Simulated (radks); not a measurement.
All-electron atom: the erbium ion Er3+ in [Xe] 4f11. Calculated with a radial shooting solver on a logarithmic mesh with Libxc functionals: Dirac Kohn-Sham, PBE, spin-unpolarised, spherical densities, point nucleus; open shells fill j = l - 1/2 first.

Normalised radial functions P(r) = r R(r) (large component), r in bohr:

r	5p1/2
0.002967	0.0144
0.003399	0.0172
0.003926	0.0208
0.004498	0.0248
0.005153	0.0297
0.005951	0.0360
0.006818	0.0432
0.007812	0.0517
0.009021	0.0625
0.01034	0.0744
0.01194	0.0892
0.01368	0.1052
0.01567	0.1231
0.01809	0.1440
0.02073	0.1648
0.02394	0.1871
0.02743	0.2070
0.03143	0.2237
0.03629	0.2350
0.04158	0.2365
0.04764	0.2255
0.05502	0.1965
0.06303	0.1500
0.07279	0.0797
0.0834	-0.0046
0.09555	-0.1002
0.1103	-0.2021
0.1264	-0.2835
0.1448	-0.3328
0.1673	-0.3314
0.1916	-0.2677
0.2213	-0.1337
0.2536	0.0407
0.2905	0.2311
0.3355	0.4051
0.3844	0.4983
0.4439	0.4849
0.5086	0.3547
0.5827	0.1257
0.6729	-0.1819
0.7709	-0.4809
0.8832	-0.7374
1.02	-0.9207
1.169	-0.9906
1.35	-0.9567
1.546	-0.8430
1.772	-0.6808
2.046	-0.4934
2.344	-0.3315
2.685	-0.2020
3.101	-0.1062
3.553	-0.0508
4.104	-0.0198
4.701	-0.0069

5p1/2: eigenvalue -59.492 eV, 3 radial nodes at r = 0.0828, 0.246, 0.619 bohr, <r> = 1.37 bohr, 90 % of the charge inside 2.00 bohr.
